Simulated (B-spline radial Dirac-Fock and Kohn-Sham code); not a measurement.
**Gd⁴⁺: input and output of one calculation**

ΔSCF core binding energies without Breit or QED terms, calculated with a radial B-spline solver. Keys: rel is the Hamiltonian (dirac, or spin-free x2c and nr, where L3 and M5 stand for the whole 2p and 3d shells), method is hf or an exchange,correlation pair (spin-unpolarised, also for the hole states), nuc the nuclear model, radius_factor scales its radius, rmax is the box in bohr, h the logarithmic mesh step, order the B-spline order, points the quadrature points per cell, c_factor scales the speed of light, and damp, ndamp, maxit and tol steer the iteration. The run stops when the commutator error falls below 10·tol·max(1, Z/10), or the numerical noise floor, and the energy has settled to about 1e-8 Ha; the virial ratio is −V/T.

Input (task.json):

```json
{"items": [{"Z": 64, "q": 4, "cfg": [[1, 0, 2], [2, 0, 2], [2, 1, 6], [3, 0, 2], [3, 1, 6], [3, 2, 10], [4, 0, 2], [4, 1, 6], [4, 2, 10], [4, 3, 6], [5, 0, 2], [5, 1, 6]], "A": 158, "rrms": 5.1569, "do": "settings", "holes": ["K", "L3", "M5"],
  "settings": [{"rel": "dirac", "method": "hf", "nuc": "fermi", "radius_factor": 1.0, "rmax": 45.0, "h": 0.3, "order": 4, "points": 10, "c_factor": 1.0, "maxit": 95, "damp": 0.5, "ndamp": 3, "tol": 1e-08}]}]}
```

Command: `python xray2_run.py task.json out`

Ground-state iterations:

```
iter   energy (Ha)        error
   1   -11236.99896327  2.06e+00
   2   -11255.89226427  1.14e+00
   3   -11270.31453375  3.02e-01
   4   -11271.30047145  1.01e-01
   5   -11271.38353630  2.68e-02
   6   -11271.39207456  1.84e-02
   7   -11271.39541046  2.61e-03
   8   -11271.39547147  6.99e-04
   9   -11271.39547642  3.04e-05
  10   -11271.39547642  1.12e-06
  11   -11271.39547642  6.52e-08
```

The ground state converged in 11 iterations, with total energy -11271.39548 Ha, virial ratio 1.91721 and highest orbital energy -65.32 eV. ΔSCF binding energies: K (1s) 50513.8 eV, L3 (2p3/2) 7321.9 eV, M5 (3d5/2) 1251.3 eV.

Q: One setting is unsound. Which, and why?

A: order is too low for an accurate radial basis. With the default settings (Dirac Hartree-Fock): The ground state converged in 11 iterations, with total energy -11271.45848 Ha, virial ratio 1.91721 and highest orbital energy -65.30 eV. ΔSCF binding energies: K (1s) 50513.7 eV, L3 (2p3/2) 7321.9 eV, M5 (3d5/2) 1251.2 eV.
